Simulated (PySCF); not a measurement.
Vertical excitations of a molecule CH13NSi4 from TDA-PBE/def2-SVPD (PySCF 2.14.0), as energy in eV (oscillator strength): 4.98 (0.056), 5.19 (0.020), 5.37 (0.002), 5.56 (0.018), 5.75 (0.032), 6.00 (0.106). Lowest triplet (TDA): 4.50 eV. Geometry: ωB97X-D3(BJ)/def2-SVP. Other conformers were not sampled.

Problem. Which structure fits?
A. NC[SiH2][SiH]([SiH3])[SiH3]
B. C[SiH2]N([SiH3])[SiH2][SiH3]
C. NC[SiH2][SiH2][SiH2][SiH3]
D. N[Si@@H](C[SiH3])[SiH2][SiH3]

Solution. D, N[Si@@H](C[SiH3])[SiH2][SiH3]
